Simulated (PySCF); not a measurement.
# `C[C@H]1CS[Si@](C)(F)S1`, C$_{4}$H$_{9}$FS$_{2}$Si

Molfile (atoms numbered from 1):
```
C4H9FS2Si
     RDKit          3D

 17 17  0  0  0  0  0  0  0  0999 V2000
   -2.5150    1.0507    0.2068 C   0  0  0  0  0  0  0  0  0  0  0  0
   -1.3627    0.1202    0.5439 C   0  0  1  0  0  0  0  0  0  0  0  0
   -1.0178   -0.7810   -0.6250 C   0  0  0  0  0  0  0  0  0  0  0  0
    0.3391   -1.9347   -0.2214 S   0  0  0  0  0  0  0  0  0  0  0  0
    1.5146   -0.4810    0.8296 Si  0  0  2  0  0  4  0  0  0  0  0  0
    3.1636   -0.0097    0.0493 C   0  0  0  0  0  0  0  0  0  0  0  0
    1.8273   -1.0929    2.2951 F   0  0  0  0  0  0  0  0  0  0  0  0
    0.1163    1.1293    0.9970 S   0  0  0  0  0  0  0  0  0  0  0  0
   -2.2624    1.6657   -0.6538 H   0  0  0  0  0  0  0  0  0  0  0  0
   -3.4077    0.4720   -0.0213 H   0  0  0  0  0  0  0  0  0  0  0  0
   -2.7254    1.7053    1.0484 H   0  0  0  0  0  0  0  0  0  0  0  0
   -1.6048   -0.4828    1.4232 H   0  0  0  0  0  0  0  0  0  0  0  0
   -0.7187   -0.1924   -1.4933 H   0  0  0  0  0  0  0  0  0  0  0  0
   -1.8721   -1.4035   -0.8909 H   0  0  0  0  0  0  0  0  0  0  0  0
    3.6637    0.7393    0.6543 H   0  0  0  0  0  0  0  0  0  0  0  0
    3.0476    0.3891   -0.9531 H   0  0  0  0  0  0  0  0  0  0  0  0
    3.8073   -0.8816   -0.0054 H   0  0  0  0  0  0  0  0  0  0  0  0
  1  2  1  0
  2  3  1  0
  3  4  1  0
  4  5  1  0
  5  6  1  0
  5  7  1  1
  5  8  1  0
  8  2  1  0
  1  9  1  0
  1 10  1  0
  1 11  1  0
  2 12  1  1
  3 13  1  0
  3 14  1  0
  6 15  1  0
  6 16  1  0
  6 17  1  0
M  END
```

Method used: TDDFT wB97X-D/def2-SVPD circular dichroism and optical rotation, one conformer, gas phase in PySCF 2.14.0. Geometry: GFN2-xTB.

(1) Draw the ECD and absorption spectra from the lowest 16 states, each a Gaussian of half-width 0.35 eV at 1/e height.

Results:

(1) 
```csv
E (eV),λ (nm),Δε (L mol⁻¹ cm⁻¹),ε (L mol⁻¹ cm⁻¹)
4.92,252,+0.09,6.01
5.02,247,+0.17,12.9
5.12,242,+0.25,24.1
5.22,238,+0.25,39.3
5.32,233,+0.05,56.6
5.42,229,-0.42,72.9
5.52,225,-1.12,84.7
5.62,221,-1.83,89.2
5.72,217,-2.26,84.7
5.82,213,-2.25,72.5
5.92,210,-1.83,58.5
6.02,206,-1.18,55.1
6.12,203,-0.43,86.4
6.22,199,+0.47,194
6.32,196,+1.69,439
6.42,193,+3.40,879
6.52,190,+5.45,1510
6.62,187,+7.21,2250
6.72,185,+7.70,2900
6.82,182,+5.99,3330
6.92,179,+1.59,3550
7.02,177,-5.24,3780
7.12,174,-13.34,4300
7.22,172,-20.56,5220
7.32,169,-24.20,6390
7.42,167,-22.17,7520
7.52,165,-14.48,8330
7.62,163,-3.66,8660
7.72,161,+6.36,8510
7.82,159,+12.38,7910
7.92,157,+13.43,6960
```
Δε uses R in velocity form, ε uses f in length form. Only the states computed contribute, so the short-wavelength end is incomplete.
